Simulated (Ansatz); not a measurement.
The cluster In₂As. Charge 0, multiplicity 2. Geometry r2SCAN-D4/def2-TZVP, that of the charge +1 singlet; atoms count from 1.

```
atom   x (Å)   y (Å)   z (Å)
 In1  -1.867   1.072  -0.096
 In2   1.266  -1.726   0.257
 As3   0.601   0.654  -0.161
```

In the def2 sets In takes a core potential; there is no spin–orbit coupling. The structure comes from a short search, and lower isomers may exist.

Q: Estimate the Mulliken populations from the PBE0/def2-TZVP orbitals of Ansatz.

A: 
| atom | charge (e) | spin (α − β) |
| --- | --- | --- |
| In1 | 0.25 | 0.27 |
| In2 | 0.24 | 0.25 |
| As3 | -0.49 | 0.48 |
Mulliken values and Mayer orders depend strongly on the basis.

Q: Where does the spin sit?

A: Summed by element: In 0.52, As 0.48, of 1 unpaired in all. Largest on single atoms: As3 0.48, In1 0.27, In2 0.25.

Q: And the Mayer bond orders between bonded heavy atoms (over 0.3)?

A: In1–As3 1.34 (2.50 Å); In2–As3 1.33 (2.51 Å). Values over 0.3 also appear between atoms too far apart for a bond (In1–In2 0.31 at 4.22 Å); they arise where an orbital or an unpaired electron spreads over both atoms.
